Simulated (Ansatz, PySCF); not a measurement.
System: HTe (charge 0, doublet). SMILES: [TeH]
Geometry: optimised at B3LYP-D3(BJ)/def2-TZVP (Ansatz, a quantum-chemistry and plane-wave program).

Unscaled harmonic wavenumbers (cm⁻¹) in rising order, each level at the stationary point that it reaches from this structure (no distance between atoms moves by over 0.3 Å); the order of modes can differ between levels, and a negative number is imaginary. B3LYP-D3(BJ)/def2-TZVP (PySCF, at the structure above): 2116.

HF/3-21G (Ansatz): 2136. Zero-point energy 3.1 against 3.0 kcal/mol; where all levels lie over 400 cm⁻¹, the wavenumbers are on average 1.009 times those of B3LYP-D3(BJ)/def2-TZVP.

HF/6-31G* with LANL2DZ past Ar (Ansatz): 2129. Zero-point energy 3.0 against 3.0 kcal/mol; where all levels lie over 400 cm⁻¹, the wavenumbers are on average 1.006 times those of B3LYP-D3(BJ)/def2-TZVP.

B3LYP/6-31G* with LANL2DZ past Ar (Ansatz): 2020. Zero-point energy 2.9 against 3.0 kcal/mol; where all levels lie over 400 cm⁻¹, the wavenumbers are on average 0.955 times those of B3LYP-D3(BJ)/def2-TZVP.
